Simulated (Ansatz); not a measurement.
A run of Ansatz (development build ahead of 0.2.0) on singlet H₄ at this shape:

```yaml
atoms:
  - { symbol: H, position_ang: [0.1333, -0.0420, -1.7431] }
  - { symbol: H, position_ang: [-0.0832, 0.1795, -0.8206] }
  - { symbol: H, position_ang: [-0.1226, 0.0819, 0.9851] }
  - { symbol: H, position_ang: [0.1209, 0.0133, 1.7588] }
```

Its results:

```
Converged    : yes
Total energy : -2.21892 hartree
```

Forces (eV/Å):
| atom | Fx | Fy | Fz |
| --- | --- | --- | --- |
| H1 | -1.083 | 1.108 | 4.521 |
| H2 | 1.085 | -1.102 | -4.787 |
| H3 | 0.788 | -0.228 | 2.674 |
| H4 | -0.791 | 0.222 | -2.408 |

Q: Which input gives this output? Name the method, the orbitals and the basis set, and write the input.

A: RHF in 6-31G. An unrestricted run that stays on the closed shell gives the same numbers.

```yaml
crystal:
  periodic: [false, false, false]
  atoms:
    - { symbol: H, position_ang: [0.13325, -0.04198, -1.74311] }
    - { symbol: H, position_ang: [-0.08324, 0.17947, -0.82065] }
    - { symbol: H, position_ang: [-0.12261, 0.08185, 0.98515] }
    - { symbol: H, position_ang: [0.12088, 0.01329, 1.75878] }
basis:
  gaussian: { orbitals: "6-31G" }
hamiltonian:
  xc: hf
output:
  forces: true
```

Caution: stretched shape with no unrestricted run beside it, a lower state can exist.
